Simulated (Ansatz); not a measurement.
Basis-set extrapolation for `O[SiH]1C[NH][AlH]1` (PBE0-D4/def2-TZVP geometry, frozen core, Ansatz 0.2.0). Multiplicity 1, RHF reference.

```json
{"": "HF", "def2-TZVPP": "-701.655855", "def2-QZVPP": "-701.680260"}
{"": "MP2 correlation", "def2-TZVPP": "-0.815375", "def2-QZVPP": "-0.875771"}
{"": "CCSD(T) correlation", "def2-TZVPP": "-0.888511", "def2-QZVPP": "not run"}
```

Energies in hartree. Use E(X) = E(∞) + A·exp(−7.88·√X) for Hartree–Fock and E(X) = E(∞) + B·X^(−2.97) for correlation, with X = 3 and 4, and add CCSD(T) minus MP2 of the smaller set to the MP2 limit.

Task: What is the CCSD(T) energy at the basis-set limit?

Result: HF limit: -701.680260 + (-0.024405) × 0.13774 = -701.68362. MP2 limit: -0.875771 + (-0.060396) × 0.74074 = -0.92051. Higher-order term: -0.888511 − (-0.815375) = -0.07314. Total: -702.67727 hartree, 83.4 kcal/mol below CCSD(T)/def2-TZVPP.
